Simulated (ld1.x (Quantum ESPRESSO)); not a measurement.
**Transferability test, TM potential for manganese (Mn)**

```
Element                 : manganese (Mn)
Generator               : ld1.x (Quantum ESPRESSO) 7.5
Type                    : norm-conserving Troullier–Martins (Kleinman–Bylander form)
Functional              : LDA (PZ)
Relativity              : fully relativistic
Frozen core             : [Ne] 3s2
Valence charge          : 13
Reference configuration : 3p6 3d5 4s2 4p0
Partial waves           : 4s (bound): rc 3.70 bohr; 3d (bound): rc 1.95 bohr; 3p (bound): rc 1.35 bohr
Local potential         : the p channel
Core correction         : none
```

Open shells are filled in proportion to 2j + 1 (rel_dist='average').

Energies are relative to the spin-unpolarised reference configuration 3p6 3d5 4s2 4p0; without spin polarisation the order of configurations can differ from experiment. The p channel is local and has no spin–orbit splitting in the pseudo-atom.

| valence configuration | charge | ΔE all-electron (eV) | error AE − PS (meV) |
| --- | --- | --- | --- |
| 3p6 3d5 4s1 4p0 | +1 | 8.654 | -9.7 |
| 3p6 3d5 4s0 4p0 | +2 | 24.531 | -115 |
| 3p6 3d4 4s0 4p0 | +3 | 57.342 | -400 |
| 3p6 3d5 4s1 4p1 | 0 | 3.925 | +5.1 |
| 3p6 3d6 4s1 4p0 | 0 | -0.398 | +88 |
| 3p6 3d5 4s0 4p2 | 0 | 8.081 | -23 |

(1) What are ΔE and the potential's error for 3p6 3d3 4s0 4p0?

Levels in the configuration 3p6 3d6 4s1 4p0:

```
   level  all-electron (eV)  pseudo (eV)
3p j=1/2            -51.209      -50.347
3p j=3/2            -49.948      -50.347
3d j=3/2             -3.672       -3.765
3d j=5/2             -3.567       -3.659
4s j=1/2             -4.340       -4.297
```

Note: ghost state, extra bound levels that the all-electron valence spectrum of the same l lacks: s at -62.4 eV. A true bound ghost makes a file unfit for plane-wave use. The potential misses its own reference levels by up to 0.9 eV.

Answers

(1) ΔE = 108.381 eV all-electron; the error (AE − PS) is -346 meV.

These tests converged, but a pseudo level misses the all-electron one widely, so the file describes the atom poorly there or has found another state: 3p6 3d3 4s0 4p0: empty 4s by 9.8 eV.
